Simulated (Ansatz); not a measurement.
The lowest singlet and triplet of CH4Si (SMILES C=[SiH2]); geometries from B3LYP-D3(BJ)/def2-TZVP, each state relaxed from the structure named, with no frequency check.
Singlet at the triplet's geometry (charge 0, multiplicity 1):
| atom | x (Å) | y (Å) | z (Å) |
|---|---|---|---|
| C | -1.2142 | -0.1070 | 0.1504 |
| Si | 0.5950 | 0.0878 | -0.1527 |
| H | -1.9714 | 0.1890 | -0.5659 |
| H | -1.6057 | -0.5319 | 1.0709 |
| H | 1.3024 | -1.2235 | -0.1281 |
| H | 1.2305 | 0.9793 | 0.8581 |

A positive gap puts the triplet lower; no zero-point energy. R- takes a restricted singlet. U- takes an unrestricted singlet (broken symmetry where lower, unprojected). The triplet is unrestricted in single-reference levels. Active spaces average the two states.

Cores are frozen in the correlated methods.

Programs: Ansatz (a first-principles code) with Gaussian orbitals. 

One of these levels gives 1.9 kJ/mol for the gap E(singlet) − E(triplet), vertical, at the triplet's geometry. Name it.
(A) R-CCSD/cc-pV(D+d)Z
(B) FIC-NEVPT4(SD) on SA-CASSCF(2,2)/cc-pV(D+d)Z
(C) R-CCSD(T)/cc-pV(D+d)Z
(D) U-PBE/def2-TZVPP (spin-contaminated)

D, U-PBE/def2-TZVPP (spin-contaminated). The others give 79.9 (R-CCSD/cc-pV(D+d)Z), 11.7 (R-CCSD(T)/cc-pV(D+d)Z), 6.7 (FIC-NEVPT4(SD) on SA-CASSCF(2,2)/cc-pV(D+d)Z)

Doubts at one or more of the structures used: other coupled-cluster roots lie near (R-CCSD/cc-pV(D+d)Z, R-CCSD(T)/cc-pV(D+d)Z); a restricted determinant that unrestricted orbitals would lower (R-CCSD/cc-pV(D+d)Z, R-CCSD(T)/cc-pV(D+d)Z).
